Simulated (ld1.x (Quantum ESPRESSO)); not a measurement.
**iodine (I), PAW: configuration errors across variants**

| Property | Result |
| --- | --- |
| Element | I |
| Generator | ld1.x (Quantum ESPRESSO) 7.5 |
| Type | PAW |
| Functional | PBE |
| Relativity | non-relativistic |
| Frozen core | [Kr] |
| Valence charge | 17 |
| Reference configuration | 4d10 5s2 5p3 (charge +2) |
| Partial waves | 5s (bound): rcut 1.80, rcutus 2.05 bohr; 5s channel at -1.1 Ry: rcut 1.80, rcutus 2.05 bohr; 5p (bound): rcut 1.50, rcutus 1.75 bohr; 5p channel at 0.35 Ry: rcut 1.50, rcutus 1.75 bohr; 4d (bound): rcut 1.20, rcutus 1.25 bohr; 4d channel at -4.7 Ry: rcut 1.20, rcutus 1.25 bohr |
| Local potential | all-electron potential smoothed inside 1.60 bohr (lloc = -1) |
| Core correction | Bessel-smoothed model core inside 0.75 bohr |
| Augmentation charge | PSQ, inside the norm-conserving radii |

All-electron excitation energies from the reference (eV): (1) 4d10 5s2 5p5 -30.986; (2) 4d10 5s2 5p4 -19.817; (3) 4d10 5s2 5p2 29.212; (4) 4d10 5s1 5p5 -10.397; (5) 4d10 5s2 5p4.5 -26.428; (6) 4d10 5s2 5p1 68.419.

Tests that are not counted but printed errors over 1 eV. “base”: 4d9 5s2 5p5 (solver errors, printed error -256 eV). “core correction Bessel-smoothed model core inside 0.60 bohr”: 4d9 5s2 5p5 (solver errors, printed error -2240 eV). “core correction Bessel-smoothed model core inside 0.78 bohr”: 4d9 5s2 5p5 (solver errors, printed error -2384 eV).

A true bound ghost makes a file unfit for plane-wave use even where its test errors are small: the radial tests pick states by their node count and pass the ghost by. Where a test does run into it, the solver fails or the error is huge.

Errors AE − PS in meV (a dash: test not solved or not reliable):

| change | (1) | (2) | (3) | (4) | (5) | (6) | bound ghosts |
| --- | --- | --- | --- | --- | --- | --- | --- |
| base | -17 | -5.1 | -7.2 | -32 | -11 | -36 | s |
| core correction Bessel-smoothed model core inside 0.46 bohr | -19 | -5.7 | -7.8 | -37 | -12 | – | s |
| core correction Bessel-smoothed model core inside 0.60 bohr | -18 | -5.4 | -7.5 | -34 | -11 | -37 | s |
| core correction Bessel-smoothed model core inside 0.78 bohr | -17 | -5.1 | -7.3 | -33 | -11 | -36 | s |
| core correction Bessel-smoothed model core inside 1.20 bohr | -17 | -5.1 | -7.2 | -32 | -10 | – | s |
| core correction Bessel-smoothed model core inside 1.46 bohr | -15 | -4.7 | -6.8 | -29 | -9.6 | – | s |

Question: Give the same row for: core correction Bessel-smoothed model core inside 1.06 bohr.

Answer: -17, -5.2, -7.3, -33, -11, –; bound ghosts: s.
